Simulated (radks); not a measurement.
Values are calculated unless marked as measured or tabulated.
Task: All-electron atom: Lu3+ in [Kr] 4d10 4f14 5s2 5p5 6s1 (not the ground configuration). Level of theory: Dirac Kohn-Sham, Wu-Cohen GGA, spin-unpolarised, spherical densities, finite nucleus; open shells fill j = l - 1/2 first; Fermi nuclear charge, rms radius 5.37 fm (a radial shooting solver on a logarithmic mesh with Libxc functionals). Some entries of the table are withheld. Estimate them.

| orbital | occ. | eigenvalue (Ry) | <r> (bohr) | <1/r> (bohr^-1) |
|---|---|---|---|---|
| 1s1/2 | 2 | -4642.998 | 0.01933 | 82.17 |
| 2s1/2 | 2 | -791.9006 | 0.08125 | 19.88 |
| 2p1/2 | 2 | -756.1846 | 0.06740 | 19.86 |
| 2p3/2 | 4 | -674.0402 | 0.07501 | 16.96 |
| 3s1/2 | 2 | -181.2856 | 0.2122 | 7.290 |
| 3p1/2 | 2 | -165.4379 | 0.2020 | 7.208 |
| 3p3/2 | 4 | -147.9181 | 0.2162 | 6.462 |
| 3d3/2 | 4 | -120.9286 | 0.1898 | 6.353 |
| 3d5/2 | 6 | -117.1028 | 0.1942 | 6.173 |
| 4s1/2 | 2 | -37.99942 | 0.4781 | 3.053 |
| 4p1/2 | 2 | (1) | 0.4851 | 2.943 |
| 4p3/2 | 4 | (2) | 0.5179 | 2.682 |
| 4d3/2 | 4 | -16.91768 | 0.5412 | 2.461 |
| 4d5/2 | 6 | -16.19053 | 0.5528 | 2.397 |
| 5s1/2 | 2 | -6.85582 | 1.157 | 1.157 |
| 5p1/2 | 2 | -5.02818 | 1.281 | 1.032 |
| 5p3/2 | 3 | -4.48575 | 1.378 | 0.9460 |
| 4f5/2 | 6 | -3.16967 | 0.7012 | 1.859 |
| 4f7/2 | 8 | -3.05642 | 0.7141 | 1.829 |
| 6s1/2 | 1 | -1.96489 | (3) | 0.4622 |

Result: 
(1) 4p1/2 eigenvalue (Ry): -31.54078
(2) 4p3/2 eigenvalue (Ry): -27.55500
(3) 6s1/2 <r> (bohr): 2.778
